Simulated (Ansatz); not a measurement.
Consider the homolysis of the B–Ga bond: `[BH2][Ga]([OH])[F]` → `[BH2]`• + `[OH][Ga][F]`•.

Program: Ansatz. Geometries: PBE0-D4/def2-TZVP. ΔE: electronic, gas phase. CCSD(T)/CBS is the MP2 limit (def2-TZVPP, def2-QZVPP) plus CCSD(T) − MP2 in def2-TZVPP, frozen cores. This one scheme is used for every species. Functionals use def2-TZVPP. B3LYP here is the variant with VWN-RPA as its local correlation; programs differ in this. No spin–orbit coupling; open shells (•) take unrestricted orbitals. For Ga outer-core shells are correlated without core-valence functions, which leaves a few kJ/mol of doubt a bond. Scalar relativity is left out up to krypton. One conformer a species, not always the lowest.

`[BH2][Ga]([OH])[F]`:

Cartesian coordinates in Å:
```
B 1.156 0.052 -1.090
Ga -0.463 -0.099 0.193
O -0.551 0.417 1.893
F -1.993 -0.804 -0.341
H 1.952 -0.832 -1.177
H 1.309 1.021 -1.768
H -1.409 0.245 2.290
```

`[BH2]`•:

Z-matrix (Å, degrees):
```
B
H 1 1.191
H 1 1.191 2 129.5
```

`[OH][Ga][F]`•:

Cartesian coordinates in Å:
```
O -0.855 -0.272 -0.444
Ga 0.509 0.191 0.627
F 2.016 0.543 -0.210
H -1.671 -0.461 0.027
```

(1) What is ΔE at CCSD(T)/CBS? (An estimate is asked.)

(2) What do these levels give: PBE-D4, revPBE-D4, BLYP-D4, r2SCAN-D4, B3LYP-D4, r2SCAN0-D4, B2PLYP, CAM-B3LYP, MP2/def2-SVP, SCS-MP2/def2-TZVPP, CCSD/def2-TZVPP, CCSD/CBS(def2)? (An estimate is asked.)

Largest T1 diagnostic among the species: 0.018.

## Answers

(1) The calculation gave: +355.8 kJ/mol.

(2) Ansatz gave: PBE-D4 328.5, revPBE-D4 315.3, BLYP-D4 316.4, r2SCAN-D4 318.7, B3LYP-D4 326.5, r2SCAN0-D4 320.8, B2PLYP 329.0, CAM-B3LYP 331.5, MP2/def2-SVP 332.8, SCS-MP2/def2-TZVPP 342.4, CCSD/def2-TZVPP 337.2, CCSD/CBS(def2) 351.6 kJ/mol.

In def2-TZVPP, CCSD(T) changes the Hartree–Fock value by +93.9 kJ/mol (the triples alone add +4.2 kJ/mol) and MP2 by +92.5 kJ/mol; breaking electron pairs costs correlation energy, which Hartree–Fock lacks. At CCSD(T), def2-SVP lies −21.1 kJ/mol from the extrapolated value and def2-TZVPP −14.4 kJ/mol: correlation converges slowly with the basis, and small sets miss more of it in the bonded molecule than in its fragments. From PBE to PBE0 (25 % exact exchange), in def2-TZVPP and without D4, ΔE moves by +4.6 kJ/mol.
